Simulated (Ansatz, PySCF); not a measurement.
Cl2Zr, SMILES [Cl][Zr][Cl], multiplicity 1. Atoms are numbered in the order given.

```xyz
3

Zr     0.0000     0.0000     0.5364
Cl     0.0000     2.0625    -0.4718
Cl     0.0000    -2.0625    -0.4718
```
Charge 0, spin multiplicity 1.

Geometry: PBE0-D3(BJ)/def2-TZVP. The spin state was assumed, not searched. The def2 effective core potentials stand for the cores of Zr; spin–orbit coupling is left out.

Two levels are set side by side: PBE-D3(BJ)/def2-TZVP (Ansatz, an electronic-structure program) and PBE0-D3(BJ)/def2-TZVP (Ansatz). Each level has its own optimised geometry; the coordinates shown are those of the second. Frequencies come from the Hessian of PySCF at each geometry. Differences are taken from unrounded values.

```csv
quantity,PBE0-D3(BJ),PBE-D3(BJ),PBE-D3(BJ) minus PBE0-D3(BJ)
mean bond length (Å),2.296,2.299,0.003
bond Zr1–Cl2 (Å),2.296,2.299,0.003
bond Zr1–Cl3 (Å),2.296,2.299,0.003
highest harmonic wavenumber (cm⁻¹),426,418,-9
mean harmonic wavenumber (cm⁻¹),296,293,-3
zero-point energy (kcal/mol),1.27,1.26,-0.01
```
